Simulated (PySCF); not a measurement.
A first-order proton ENDOR spectrum was simulated from computed couplings for a radical in fast tumbling at B = 334.0 mT (X band).

Class means under 0.5 MHz are left out. Line positions in MHz: 3.58, 4.31, 24.14, 24.86, 26.94, 55.38.

Q: What is the proton Larmor frequency at this field?

A: νH = 5.58569 × 7.62259 MHz/T × 0.3340 T = 14.22 MHz.

Q: Which couplings do the lines give?

A: For S = 1/2 in fast tumbling each set of equivalent nuclei gives two lines, ν± = |νn ± a/2| to first order, with νn = g_N μN B/h and μN/h = 7.62259 MHz/T. A pair with |a| < 2νn is centred on νn and split by |a|; one with |a| > 2νn is centred on |a|/2 and split by 2νn.

```json
{"lower line": "26.94", "upper line": "55.38", "centred on": "|a|/2", "|a| (MHz)": "82.31"}
{"lower line": "3.58", "upper line": "24.86", "centred on": "νn", "|a| (MHz)": "21.28"}
{"lower line": "4.31", "upper line": "24.14", "centred on": "νn", "|a| (MHz)": "19.83"}
```

Compound: C3H6NSi (doublet state).
Structure used (GFN2-xTB), in Å, numbered top down from 1:
```xyz
11
C3H6NSi angstrom
C     -0.4983   -1.1168    0.2273
N      0.7418   -1.1982    0.0497
C      1.4217    0.0016   -0.3673
Si     0.0982    1.3998   -0.4014
C     -1.2834    0.1495    0.0372
H     -1.0205   -2.0153    0.5358
H      1.9099   -0.2152   -1.3199
H      2.2216    0.1969    0.3511
H      0.2733    2.4248    0.6334
H     -1.8178    0.3848    0.9595
H     -2.0411   -0.0092   -0.7313
```

Identity: `C1=NC[SiH]C1` [radical].

Q: This is the radical. Which protons give which coupling, and how does each split the EPR lines?

A: 82.3 MHz (computed sign +): H9, 1 bond from Si4, a 1:1 doublet of 2.935 mT; 21.3 MHz (computed sign +): H10/H11, 2 bonds from Si4, a 1:2:1 triplet of 0.759 mT; 19.8 MHz (computed sign +): H7/H8, 2 bonds from Si4, a 1:2:1 triplet of 0.707 mT. To first order the positions of ENDOR lines don't depend on how many nuclei share a coupling.

Computed, not measured: PySCF, UKS B3LYP, pcH-1 on C H N Si, non-relativistic, mean-field spin-orbit, GIAO. Isolated species at its GFN2-xTB geometry, gas phase. A GFN2-xTB geometry isn't a minimum of the functional, and hyperfine couplings can be far from their values at a DFT geometry, by a factor of two or more for some ions and for spin on atoms past the first row. The SCF solution wasn't tested for stability.

Nuclei that the bonding pattern makes equivalent are averaged, as if the motion that swaps them (rotation, inversion, ring flip) were fast. The 1H value of +19.8 MHz is a mean of couplings from 10.2 to 29.4 MHz in this one geometry, not an average over conformers.

The largest Mulliken spin population is on Si4 (+0.93). The angles at Si4 add up to 317.8°, so it is pyramidal.

On an Arm Neoverse V2 with one thread, shared host with 96 logical CPUs at a one-minute load of 65, this took 28 s wall (with the writing of density and orbital grids) and 0.68 GiB of memory at its peak.
